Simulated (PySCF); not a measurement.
Vibration and rotation of KB

UHF-CCSD(T) constants of KB, ³Π (triplet), unpaired electrons σ ↑, π ↑ (basis K x2c-SVPall, B x2c-SVPall; spin-free X2C with a Gaussian nucleus; PySCF 2.14; masses 38.9637 and 11.0093 u):

| Quantity | Value |
| --- | --- |
| ωe | 255.9 cm⁻¹ |
| ωexe | 3.03 cm⁻¹ |
| Be | 0.2315 cm⁻¹ |
| αe | 0.00321 cm⁻¹ |
| De to K + B | 0.52 eV |

Problem. What force constant and bond length do these constants imply?

Solution. Reduced mass μred = 8.5839 u; k = 5.8918×10⁻⁷·μred·ωe² (u, cm⁻¹, mdyn/Å) = 0.331 mdyn/Å; Re = √(16.8576/(μred·Be)) (u, cm⁻¹, Å) = 2.913 Å.

Problem. Estimate the centrifugal constant D from the Kratzer relation and find the Dunham coefficient a1.

Solution. D = 4Be³/ωe² = 7.58e-07 cm⁻¹; a1 = −1 − αeωe/(6Be²) = -3.55.

Correlated steps freeze 6 core orbitals. Correlated levels converge slowly with the basis: in double zeta they bind strong bonds too weakly, by up to about 1 eV, and carry superposition errors of some tenths. The state is the lowest determinant that a PBE0 search found; another state may lie lower at other levels.
